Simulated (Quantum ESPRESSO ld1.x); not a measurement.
Results of a calculation; reference values are marked as such.
All-electron atom: In V in [Kr] 4d9.

Level of theory: non-relativistic Kohn-Sham, exchange-only LDA, spin-polarised, spherical densities, point nucleus; open shells are filled with parallel spins first; relativity is left out, which matters for an element this heavy (ld1.x of Quantum ESPRESSO 7.5).

Energy parts (eV):
| part | energy |
|---|---|
| total | -155889.18 |
| kinetic | 155889.18 |
| electron-nucleus | -369074.74 |
| Hartree | 61237.00 |
| exchange | -3940.61 |

Orbitals (lengths in bohr, moments of r in powers of bohr; <r^-3> diverges for s and p1/2; r(max) is where P^2 peaks; r(90%) holds 90 % of the orbital's charge):
orbital  occ.  eigenvalue (eV)  r(90%)  <r^-3>      <r>  r(max)
1s up       1         -26812.6  0.0553       -  0.03108   0.021
1s down     1         -26812.6  0.0553       -  0.03108   0.021
2s up       1         -3967.36   0.207       -   0.1344   0.114
2s down     1         -3967.10   0.207       -   0.1344   0.114
2p up       3         -3710.16   0.186    3797   0.1147   0.089
2p down     3         -3709.96   0.186    3797   0.1147   0.089
3s up       1         -787.471   0.532       -   0.3623   0.328
3s down     1         -787.282   0.532       -   0.3623   0.328
3p up       3         -682.039   0.530   683.2   0.3534   0.315
3p down     3         -681.839   0.530   683.3   0.3533   0.315
3d up       5         -486.011   0.512   108.3   0.3245   0.258
3d down     5         -485.752   0.511   108.3   0.3245   0.258
4s up       1         -156.788    1.26       -   0.8734   0.796
4s down     1         -155.824    1.26       -   0.8733   0.796
4p up       3         -122.074    1.36   122.9   0.9253   0.822
4p down     3         -121.111    1.36   122.9   0.9254   0.822
4d up       5         -64.6737    1.70   13.57    1.105   0.912
4d down     4         -63.7522    1.70   13.54    1.107   0.912
4f up       0         -17.1093    4.64  0.2531    2.918    2.48
4f down     0         -16.8155    4.76  0.2308    3.003    2.58
5s up       0         -42.8968    3.05       -    2.137    1.95
5s down     0         -42.4550    3.06       -    2.148    1.97
5p up       0         -34.3511    3.44   18.04    2.399    2.18
5p down     0         -33.9976    3.46   17.69    2.415    2.18
5d up       0         -21.9318    4.60   1.839    3.177    2.89
5d down     0         -21.7422    4.64   1.802    3.203    2.91

The highest occupied level is 4d down at -63.752 eV. Virial ratio -V/T = 2.00000. Spin moment in Bohr magnetons: 1. For comparison, the ionisation energy in NIST's Atomic Spectra Database is 69 eV (semi-empirical). In exact Kohn-Sham theory the highest level is minus the ionisation energy, but local and semilocal functionals leave it too shallow, through self-interaction and a potential that decays too fast; potentials with the right tail come closer. Summed over all electrons, <r^2> = 23.07 bohr^2, which gives a Langevin (diamagnetic) susceptibility term of -18.3 x 10^-6 cm^3/mol. The density falls to 0.001 e/bohr^3 at r = 2.81 bohr.
